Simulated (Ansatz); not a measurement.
Job for Ansatz (an electronic-structure program): R-CAM-B3LYP/def2-TZVPP on B2BeH8.

Ansatz 0.2 input:
```yaml
crystal:
  periodic: [false, false, false]
  atoms:
    - {symbol: Be, position_ang: [0.00000000, 0.00000000, -0.00000000]}
    - {symbol: B, position_ang: [0.00000012, -0.00000000, 1.71775132]}
    - {symbol: H, position_ang: [-0.00000029, -0.00000000, 2.89600428]}
    - {symbol: H, position_ang: [1.12809003, -0.00000000, 1.19719740]}
    - {symbol: H, position_ang: [-0.56404461, 0.97695447, 1.19719700]}
    - {symbol: H, position_ang: [-0.56404461, -0.97695447, 1.19719700]}
    - {symbol: B, position_ang: [-0.00000012, -0.00000000, -1.71775132]}
    - {symbol: H, position_ang: [0.00000029, -0.00000000, -2.89600428]}
    - {symbol: H, position_ang: [0.56404461, 0.97695447, -1.19719700]}
    - {symbol: H, position_ang: [-1.12809003, 0.00000000, -1.19719740]}
    - {symbol: H, position_ang: [0.56404461, -0.97695447, -1.19719700]}
basis:
  gaussian:
    orbitals: def2-TZVPP
hamiltonian:
  xc: {name: CAM-B3LYP}
scf: {lower_state_search: off}
```

Program output:

```
WARN ansatz: RAYON_NUM_THREADS=4 ignored (pool sized by the plan → 4); use --threads N
Functional definition: CAM-B3LYP
these checks for a lower state are left out or cut short: stability, starts, cluster_reference, orbital_swaps, neighbouring_geometries, increment
integrals: 0.09 GiB planned
951 factors; their error is unknown
integrals: 0.12 GiB planned
333 factors; integrals over basis functions are off by at most 2.0e-5 eV
mean field: 0.94 GiB planned
mean field evaluation 1: about -1880.5120 eV, gradient 3.3e1 eV
mean field evaluation 2: about -1882.4993 eV, gradient 1.9e1 eV
mean field evaluation 4: about -1883.5915 eV, gradient 3.6e-1 eV
mean field evaluation 8: about -1883.5855 eV, gradient 3.0e-2 eV
mean field -1883.58547145 eV, -69.2204893357 hartree, gradient 4.2e-6 eV, S^2 0.000000; 0 other end points of the search recorded, 0 dependent functions left out
reference -1883.58560891 eV, -69.2204943871 hartree; 11, 11 occupied and 182, 182 virtual orbitals, 951 factors
Total energy: -1883.58560891 eV, -69.2204943871 hartree
Checks for a lower state left out: stability, starts, cluster_reference, orbital_swaps, neighbouring_geometries, increment
```

The run converged.

Cost: around 4 core-seconds (rough).
